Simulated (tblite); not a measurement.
Compound: C₄H₉ClP₂Si.
Bonds: C1–C2, C2–C3 (triple), C3–C4, C4–Si5, Si5–P6, Si5–P7, Si5–Cl8. Hydrogens: H9, H10, H11 on C1; H12, H13 on C4; H14, H15 on P6; H16, H17 on P7.

A start from a force field or distance geometry was refined with GFN2-xTB geometry optimisation, gas phase (tblite). Values at the start:

| coordinate | start |
| --- | --- |
| C1–C2 | 1.480 Å |
| C1–H9 | 1.091 Å |
| C2≡C3 | 1.182 Å |
| C3–C4 | 1.488 Å |
| C4–Si5 | 1.870 Å |
| C4–H12 | 1.085 Å |
| Si5–P6 | 2.216 Å |
| Si5–Cl8 | 2.048 Å |
| P6–H14 | 1.406 Å |
| C1–C2–C3 | 179.2° |
| C2–C3–C4 | 178.9° |
| C3–C4–Si5 | 114.3° |
| C4–Si5–P6 | 112.0° |
| C4–Si5–P7 | 111.6° |
| C4–Si5–Cl8 | 108.6° |
| P6–Si5–Cl8 | 107.5° |
| P7–Si5–Cl8 | 108.1° |

Question: How do these coordinates change at the GFN2-xTB level?

Answer: 
| coordinate | GFN2-xTB (Å or °) | change |
| --- | --- | --- |
| C4–Si5 | 1.933 | +0.063 |
| Si5–P6 | 2.268 | +0.052 |
| C3–C4 | 1.444 | -0.044 |
| C1–C2 | 1.447 | -0.033 |
| P6–H14 | 1.386 | -0.020 |
| C2≡C3 | 1.199 | +0.017 |
| C4–H12 | 1.092 | +0.007 |
| Si5–Cl8 | 2.052 | +0.004 |
| C1–H9 | 1.090 | -0.001 |
| P6–Si5–Cl8 | 114.3 | +6.8 |
| C4–Si5–P6 | 106.2 | -5.8 |
| C3–C4–Si5 | 109.7 | -4.6 |
| C4–Si5–Cl8 | 106.9 | -1.7 |
| C2–C3–C4 | 177.4 | -1.5 |
| C4–Si5–P7 | 112.7 | +1.1 |
| P7–Si5–Cl8 | 107.4 | -0.7 |
| C1–C2–C3 | 178.5 | -0.7 |

The energy falls by 23.9 kJ/mol over 83 L-BFGS steps, the largest force on an atom goes from 3.12 to 0.010 eV/Å, and the atoms move by 0.186 Å rms after alignment. The bond that changes most is C4–Si5 (sp3 carbon bound to silicon to chlorine-bound silicon), which lengthens by 0.063 Å. Bonds longer at the end by more than 0.005 Å: 6 of 16; shorter: 6. Among the dihedrals that turn most is P6–Si5–P7–H17, from 170° to 157°. Rotational constants go from 1267, 544.8, 517.5 to 1219, 569.5, 535.3 MHz.

On one thread of an Arm Neoverse V1, no GPU, on a shared host, this took 0.9 s wall.

GFN2-xTB frequencies show an imaginary mode (26i cm⁻¹), so the point is no minimum at that level. 3 starts were optimised and ended at 0.00, 0.01 and 0.50 kcal/mol (GFN2-xTB); the lowest of these is shown.

These are computed values.
